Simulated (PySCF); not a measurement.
C4H9ClOSi.
Z-matrix (Å and degrees, PBE0-D3(BJ)/def2-SVP geometry), rows numbered from 1:
```
C 
C   1  1.3359
C   2  1.4931  1  125.57
Si  3  1.8782  2  111.57  1  -109.76
O   4  1.6653  3  106.99  2   -60.20
C   4  1.8918  3  110.93  2    56.89
Cl  6  1.8016  4  107.48  3  -166.44
H   1  1.0928  2  121.47  3   178.14
H   1  1.0953  2  121.53  3    -2.43
H   2  1.0970  1  118.79  3  -177.40
H   3  1.1046  2  111.00  1   131.14
H   3  1.1036  2  111.46  1    11.86
H   4  1.4955  3  111.04  2   177.24
H   5  0.9649  4  113.40  3   160.57
H   6  1.0995  4  113.93  3    74.47
H   6  1.0998  4  111.47  3   -48.73
```

Level: PBE0/pcSseg-1 and wB97X-D/def2-SVPD in PySCF, non-relativistic, on one gas-phase PBE0-D3(BJ)/def2-SVP geometry that isn't relaxed in the solvent. The solvent is an IEF-PCM continuum (van der Waals radii × 1.2). Specific hydrogen bonds and non-electrostatic terms are outside this model.

Gas phase at PBE0/pcSseg-1: HOMO -7.31 eV, LUMO -0.08 eV, dipole 1.46 D.

Question: What does the continuum do to the energy, the frontier levels and the dipole at PBE0/pcSseg-1 in chloroform and dimethylsulfoxide?

Answer: 
```tsv
solvent	ε	E(solvent) − E(gas) (kcal/mol)	polarisation term (kcal/mol)	distortion of the solute (kcal/mol)	HOMO (eV)	LUMO (eV)	dipole (D)
chloroform	4.711	-3.97	-4.25	0.28	-7.19	0.04	1.79
dimethylsulfoxide	46.83	-5.58	-6.16	0.58	-7.16	0.07	1.95
```

The first energy column is the sum of the next two and covers electrostatics alone. From chloroform to dimethylsulfoxide the lowering changes by a factor 1.40, Onsager's factor (ε − 1)/(2ε + 1) by 1.36 and ε itself by 9.9.

Question: Which radius a makes the point-dipole formula ΔE = −[(ε − 1)/(2ε + 1)]·μ²/a³ give the value in dimethylsulfoxide, with the gas-phase dipole?

Answer: μ = 0.573 au and |ΔE| = 0.00890 Eh give a = 1.38 Å; the farthest nucleus lies 3.43 Å from the centroid of the nuclei, so such a sphere wouldn't even hold the nuclei. The formula assumes a rigid point dipole at the centre of a sphere.

Question: Which Hirshfeld charges (PBE0/pcSseg-1) respond most in chloroform (means over atoms taken as equivalent)?

Answer: 
| atoms | environment | gas (e) | solvent (e) | change |
| --- | --- | --- | --- | --- |
| Cl7 | alkyl chlorine | -0.062 | -0.076 | -0.014 |
| O5 | silanol oxygen | -0.311 | -0.322 | -0.011 |
| H15 | methylene hydrogen | +0.050 | +0.057 | +0.007 |
| H12 | methylene hydrogen | +0.047 | +0.052 | +0.005 |
| H14 | hydroxyl hydrogen | +0.151 | +0.157 | +0.006 |
| C1 | terminal =CH2 carbon | -0.111 | -0.116 | -0.005 |
| H16 | methylene hydrogen | +0.044 | +0.048 | +0.004 |
| C6 | sp3 C–Cl carbon | -0.132 | -0.128 | +0.004 |
| H9 | vinylic hydrogen | +0.041 | +0.044 | +0.003 |
| C2 | alkene CH carbon | -0.033 | -0.036 | -0.003 |
| H11 | methylene hydrogen | +0.053 | +0.056 | +0.003 |
| Si4 | oxygen-bound silicon | +0.412 | +0.414 | +0.002 |

Question: Which Mayer bond orders change most in chloroform?

Answer: 
```csv
bond,length (Å),gas,solvent,change
C6–Cl7,1.802,0.943,0.927,-0.016
Si4–O5,1.665,1.035,1.025,-0.010
C3–Si4,1.878,0.888,0.895,+0.007
O5–H14,0.965,0.926,0.920,-0.006
Si4–C6,1.892,0.827,0.832,+0.005
C3–H12,1.104,0.942,0.938,-0.004
C6–H15,1.099,0.934,0.930,-0.004
C3–H11,1.105,0.930,0.927,-0.003
```

Gas phase at wB97X-D/def2-SVPD: HOMO -9.15 eV, LUMO 1.47 eV, dipole 1.58 D.

Question: What does the continuum do to the energy, the frontier levels and the dipole at wB97X-D/def2-SVPD in chloroform?

Answer: 
```csv
solvent,ε,E(solvent) − E(gas) (kcal/mol),polarisation term (kcal/mol),distortion of the solute (kcal/mol),HOMO (eV),LUMO (eV),dipole (D)
chloroform,4.711,-3.91,-4.24,0.33,-9.02,1.58,1.96
```

Question: How does the static polarisability (wB97X-D/def2-SVPD, frozen core, with the continuum's full static response) change?

Answer: 
```
    medium  isotropic (au)  principal values (au)  ⟨r²⟩ of the electrons (bohr²)
       gas            92.2      79.0, 89.3, 108.3                         1433.0
chloroform           114.1     99.4, 110.9, 132.1                         1433.6
```

The isotropic value in chloroform is 1.24 times the gas-phase one; no cavity-field correction is applied. ⟨r²⟩ is taken about the centre of nuclear charge.

Note: wB97X-D ran without an empirical dispersion term, which enters the total energy and its gradient alone.
